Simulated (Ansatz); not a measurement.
# Nudged elastic band run: C₂H₆AlBO

The input (input.yaml):

```yaml
crystal:
  periodic: [false, false, false]
  atoms:
    - { symbol: C, position_ang: [-1.067375, 0.619876, 0.815753] }
    - { symbol: C, position_ang: [-0.03033, -0.012426, 0.228255] }
    - { symbol: Al, position_ang: [1.191754, -1.029243, 1.361306] }
    - { symbol: B, position_ang: [0.13055, 0.105895, -1.307732] }
    - { symbol: O, position_ang: [-0.794158, 0.834874, -2.019188] }
    - { symbol: H, position_ang: [-1.251108, 0.589274, 1.881541] }
    - { symbol: H, position_ang: [-1.776706, 1.198257, 0.23896] }
    - { symbol: H, position_ang: [2.447354, -1.813763, 0.765363] }
    - { symbol: H, position_ang: [0.892998, -1.05424, 2.931853] }
    - { symbol: H, position_ang: [1.024981, -0.40962, -1.905362] }
    - { symbol: H, position_ang: [-0.702561, 0.914117, -2.970049] }
magnetization:
  spin_polarized: true
basis:
  gaussian: { orbitals: "6-31G" }
hamiltonian:
  xc: { name: BHLYP }
  dispersion: d4
neb:
  order_check: false
  images: 5
  f_tol: 0.05
  max_iterations: 43
  final_atoms:
    - { symbol: C, position_ang: [-0.93014518, -0.26754676, 0.97186597] }
    - { symbol: C, position_ang: [-0.13676444, -0.89756895, 0.06706155] }
    - { symbol: Al, position_ang: [1.81900238, 0.48273352, 1.06863622] }
    - { symbol: B, position_ang: [0.21576553, -0.27006885, -1.2959488] }
    - { symbol: O, position_ang: [-0.05108361, 1.0782714, -1.44012359] }
    - { symbol: H, position_ang: [-1.23950947, -0.7293563, 1.89445482] }
    - { symbol: H, position_ang: [-1.32641149, 0.71248893, 0.77167718] }
    - { symbol: H, position_ang: [0.17213133, -1.91404285, 0.26719901] }
    - { symbol: H, position_ang: [0.72654984, 1.12458352, 2.18303034] }
    - { symbol: H, position_ang: [0.67610384, -0.8908691, -2.19540104] }
    - { symbol: H, position_ang: [0.13976026, 1.51437644, -2.27175166] }
  initial_path:
    images:
      - { positions_ang: [[-1.067375, 0.619876, 0.815753], [-0.03033, -0.012426, 0.228255], [1.191754, -1.029243, 1.361306], [0.13055, 0.105895, -1.307732], [-0.794158, 0.834874, -2.019188], [-1.251108, 0.589274, 1.881541], [-1.776706, 1.198257, 0.23896], [2.447354, -1.813763, 0.765363], [0.892998, -1.05424, 2.931853], [1.024981, -0.40962, -1.905362], [-0.702561, 0.914117, -2.970049]] }
      - { positions_ang: [[-1.02448196, 0.59415158, 0.81446164], [0.00941292, -0.00944693, 0.24259566], [1.21424308, -1.04729901, 1.37331341], [0.26098721, 0.12291626, -1.29033965], [-0.66037288, 0.86585273, -2.06754058], [-1.24110016, 0.55691603, 1.87179344], [-1.72868627, 1.19479291, 0.22404224], [1.98447465, -1.52427294, 0.52661902], [0.91988654, -1.11670203, 2.9570813], [1.15514066, -0.40008497, -1.82406587], [-0.8241048, 0.70617738, -2.80726061]] }
      - { positions_ang: [[-0.98158892, 0.56842715, 0.81317028], [0.04915584, -0.00646785, 0.25693633], [1.23673216, -1.06535502, 1.38532082], [0.39142441, 0.13993752, -1.2729473], [-0.52658775, 0.89683145, -2.11589316], [-1.23109232, 0.52455805, 1.86204589], [-1.68066653, 1.19132882, 0.20912447], [1.5215953, -1.23478288, 0.28787504], [0.94677508, -1.17916406, 2.9823096], [1.28530033, -0.39054994, -1.74276974], [-0.94564859, 0.49823776, -2.64447223]] }
      - { positions_ang: [[-0.93869588, 0.54270273, 0.81187892], [0.08889876, -0.00348878, 0.27127699], [1.25922124, -1.08341104, 1.39732823], [0.52186162, 0.15695878, -1.25555496], [-0.39280263, 0.92781018, -2.16424573], [-1.22108448, 0.49220008, 1.85229833], [-1.6326468, 1.18786473, 0.19420671], [1.05871594, -0.94529282, 0.04913105], [0.97366362, -1.24162609, 3.00753789], [1.41545999, -0.3810149, -1.6614736], [-1.06719239, 0.29029814, -2.48168384]] }
      - { positions_ang: [[-0.93584565, 0.27261957, 0.86520794], [0.01367769, -0.3015155, 0.20320518], [1.44581496, -0.56136285, 1.28776423], [0.41982959, 0.01461624, -1.26901957], [-0.27889629, 0.97796392, -1.92287169], [-1.22722614, 0.08501462, 1.8663505], [-1.53056836, 1.02940613, 0.38669686], [0.76318774, -1.2682095, 0.12182037], [0.89129236, -0.45288956, 2.73270204], [1.16900794, -0.5509663, -1.83944942], [-0.66487484, 0.69832424, -2.41170645]] }
      - { positions_ang: [[-0.93299541, 0.0025364, 0.91853695], [-0.06154337, -0.59954223, 0.13513336], [1.63240867, -0.03931466, 1.17820022], [0.31779756, -0.12772631, -1.28248418], [-0.16498995, 1.02811766, -1.68149764], [-1.23336781, -0.32217084, 1.88040266], [-1.42848993, 0.87094753, 0.57918702], [0.46765954, -1.59112618, 0.19450969], [0.8089211, 0.33584698, 2.45786619], [0.92255589, -0.7209177, -2.01742523], [-0.26255729, 1.10635034, -2.34172905]] }
      - { positions_ang: [[-0.93014518, -0.26754676, 0.97186597], [-0.13676444, -0.89756895, 0.06706155], [1.81900238, 0.48273352, 1.06863622], [0.21576553, -0.27006885, -1.2959488], [-0.05108361, 1.0782714, -1.44012359], [-1.23950947, -0.7293563, 1.89445482], [-1.32641149, 0.71248893, 0.77167718], [0.17213133, -1.91404285, 0.26719901], [0.72654984, 1.12458352, 2.18303034], [0.67610384, -0.8908691, -2.19540104], [0.13976026, 1.51437644, -2.27175166]] }
```

Command:

```bash
$ ansatz run input.yaml --threads 1 --pin off --max-ram 2048MiB --backend cpu --events-out ev --progress --plain --runs-dir out
```

Output, in part (warnings, iteration lines, the closing report on the highest movable image, with atoms numbered from 0):

```
NEB end point (image 0): max|allowed force component| = 1.506e-2 eV/Å (the criterion of neb.relax_end_points is 1.000e-2)
NEB end point (image 6): max|allowed force component| = 1.484e-2 eV/Å (the criterion of neb.relax_end_points is 1.000e-2)
NEB iter   1: max|band force component| = 4.682e1 eV/Å  barrier→ = 9.5767 eV  barrier← = 9.2047 eV  Δτ_max = 0.2000 Å  (375 SCF iters)
NEB iter   2: max|band force component| = 5.406e0 eV/Å  barrier→ = 5.9044 eV  barrier← = 5.5324 eV  Δτ_max = 0.1976 Å  (337 SCF iters)
NEB iter   3: max|band force component| = 3.450e0 eV/Å  barrier→ = 5.3647 eV  barrier← = 4.9927 eV  Δτ_max = 0.1999 Å  (248 SCF iters)
NEB iter   4: max|band force component| = 2.863e0 eV/Å  barrier→ = 4.2823 eV  barrier← = 3.9103 eV  Δτ_max = 0.1025 Å  (205 SCF iters)
NEB iter   5: max|band force component| = 2.889e0 eV/Å  barrier→ = 3.5238 eV  barrier← = 3.1518 eV  Δτ_max = 0.0998 Å  (228 SCF iters)
NEB iter   6: max|band force component| = 2.770e0 eV/Å  barrier→ = 3.2633 eV  barrier← = 2.8912 eV  Δτ_max = 0.0994 Å  (195 SCF iters)
NEB iter   7: max|band force component| = 1.169e1 eV/Å  barrier→ = 3.4490 eV  barrier← = 3.0770 eV  Δτ_max = 0.0502 Å  (187 SCF iters)
NEB iter   8: max|band force component| = 6.351e0 eV/Å  barrier→ = 3.4887 eV  barrier← = 3.1167 eV  Δτ_max = 0.0992 Å  (201 SCF iters)
NEB iter   9: max|band force component| = 1.736e0 eV/Å  barrier→ = 3.4206 eV  barrier← = 3.0486 eV  Δτ_max = 0.1988 Å  (198 SCF iters)
NEB iter  10: max|band force component| = 1.271e0 eV/Å  barrier→ = 3.2799 eV  barrier← = 2.9079 eV  Δτ_max = 0.2000 Å  (202 SCF iters)
NEB iter  11: max|band force component| = 9.860e-1 eV/Å  barrier→ = 3.0719 eV  barrier← = 2.6999 eV  Δτ_max = 0.2000 Å  (200 SCF iters)
NEB iter  12: max|band force component| = 1.140e0 eV/Å  barrier→ = 2.6323 eV  barrier← = 2.2602 eV  Δτ_max = 0.0976 Å  (180 SCF iters)
NEB iter  13: max|band force component| = 8.923e-1 eV/Å  barrier→ = 2.1088 eV  barrier← = 1.7367 eV  Δτ_max = 0.0999 Å  (171 SCF iters)
NEB iter  14: max|band force component| = 2.567e0 eV/Å  barrier→ = 1.7340 eV  barrier← = 1.3620 eV  CI = image 3  Δτ_max = 0.2000 Å  (170 SCF iters)
NEB iter  15: max|band force component| = 2.101e0 eV/Å  barrier→ = 2.1534 eV  barrier← = 1.7814 eV  CI = image 3  Δτ_max = 0.2000 Å  (268 SCF iters)
NEB iter  16: max|band force component| = 1.940e0 eV/Å  barrier→ = 3.6885 eV  barrier← = 3.3164 eV  CI = image 3  Δτ_max = 0.1962 Å  (195 SCF iters)
NEB iter  17: max|band force component| = 1.592e0 eV/Å  barrier→ = 3.4240 eV  barrier← = 3.0520 eV  CI = image 3  Δτ_max = 0.1957 Å  (162 SCF iters)
NEB iter  18: max|band force component| = 1.298e0 eV/Å  barrier→ = 3.2523 eV  barrier← = 2.8802 eV  CI = image 3  Δτ_max = 0.1949 Å  (169 SCF iters)
NEB iter  19: max|band force component| = 6.740e-1 eV/Å  barrier→ = 3.0997 eV  barrier← = 2.7276 eV  CI = image 3  Δτ_max = 0.1957 Å  (175 SCF iters)
NEB iter  20: max|band force component| = 1.195e0 eV/Å  barrier→ = 3.0667 eV  barrier← = 2.6947 eV  CI = image 3  Δτ_max = 0.0588 Å  (188 SCF iters)
NEB iter  21: max|band force component| = 4.546e-1 eV/Å  barrier→ = 3.0429 eV  barrier← = 2.6709 eV  CI = image 3  Δτ_max = 0.0485 Å  (181 SCF iters)
NEB iter  22: max|band force component| = 2.218e-1 eV/Å  barrier→ = 3.0245 eV  barrier← = 2.6525 eV  CI = image 3  Δτ_max = 0.0838 Å  (176 SCF iters)
NEB iter  23: max|band force component| = 8.343e-1 eV/Å  barrier→ = 3.0316 eV  barrier← = 2.6596 eV  CI = image 3  Δτ_max = 0.0361 Å  (171 SCF iters)
NEB iter  24: max|band force component| = 3.018e-1 eV/Å  barrier→ = 3.0156 eV  barrier← = 2.6436 eV  CI = image 3  Δτ_max = 0.0229 Å  (154 SCF iters)
NEB iter  25: max|band force component| = 2.285e-1 eV/Å  barrier→ = 3.0121 eV  barrier← = 2.6401 eV  CI = image 3  Δτ_max = 0.0354 Å  (153 SCF iters)
NEB iter  26: max|band force component| = 1.829e-1 eV/Å  barrier→ = 3.0097 eV  barrier← = 2.6377 eV  CI = image 3  Δτ_max = 0.0414 Å  (158 SCF iters)
NEB iter  27: max|band force component| = 1.375e-1 eV/Å  barrier→ = 3.0082 eV  barrier← = 2.6362 eV  CI = image 3  Δτ_max = 0.0340 Å  (153 SCF iters)
NEB iter  28: max|band force component| = 7.614e-2 eV/Å  barrier→ = 3.0074 eV  barrier← = 2.6354 eV  CI = image 3  Δτ_max = 0.0167 Å  (152 SCF iters)
NEB iter  29: max|band force component| = 2.686e-2 eV/Å  barrier→ = 3.0071 eV  barrier← = 2.6351 eV  CI = image 3  Δτ_max = 0.0000 Å  (423 SCF iters)
Total energy: -11484.27698131 eV, -422.0393947407 hartree
Atom 0 at    -1.155634     0.365304     0.857387 Å, force    -0.020338     0.002782     0.015512 eV/Å
Atom 1 at     0.058477    -0.031618     0.277730 Å, force     0.001056    -0.013442    -0.022195 eV/Å
Atom 2 at     1.484446    -0.844281     1.360006 Å, force     0.005391     0.005214     0.006495 eV/Å
Atom 3 at     0.341349     0.085219    -1.229460 Å, force     0.024711     0.003277     0.015834 eV/Å
Atom 4 at    -0.374498     0.990415    -1.972829 Å, force    -0.002706    -0.002016    -0.014215 eV/Å
Atom 5 at    -1.242027     0.624583     1.902151 Å, force     0.009379     0.000917    -0.003111 eV/Å
Atom 6 at    -2.074155     0.378619     0.288939 Å, force     0.008061    -0.002294     0.002672 eV/Å
Atom 7 at     0.313448    -1.593871     0.256130 Å, force    -0.004526     0.004553    -0.002355 eV/Å
Atom 8 at     1.673551    -0.585281     2.931427 Å, force    -0.006841    -0.001287    -0.000879 eV/Å
Atom 9 at     1.206807    -0.549167    -1.748665 Å, force    -0.006943    -0.003465     0.000272 eV/Å
Atom 10 at    -0.166365     1.103077    -2.902116 Å, force    -0.007242     0.005760     0.001969 eV/Å
Dipole moment:     0.090060     0.019096    -0.236672 e Å
```

The run converged. Neighbouring images differ by up to 2.5 eV, so the band resolves the path poorly. A vibrational analysis at the climbing image gives one clearly imaginary mode, 1587i cm⁻¹: a first-order saddle point. Limits of this set-up: no polarisation functions.

Final band (atoms are numbered from 1 in the order of the input):

| image | path coordinate (Å) | energy (kJ/mol) | Al3–H8 (Å) | C2–H8 (Å) |
| --- | --- | --- | --- | --- |
| 0 | 0.00 | 0.0 | 1.60 | 3.11 |
| 1 | 1.12 | 5.9 | 1.59 | 3.05 |
| 2 | 2.23 | 49.9 | 1.58 | 2.62 |
| 3 | 3.35 | 290.1 | 1.78 | 1.58 |
| 4 | 4.77 | 83.5 | 2.35 | 1.09 |
| 5 | 6.19 | 48.8 | 2.77 | 1.08 |
| 6 | 7.60 | 35.9 | 3.02 | 1.08 |

Run time: 11 min on 1 thread of Arm Neoverse V2, on a shared host, peak memory 0.21 GiB.
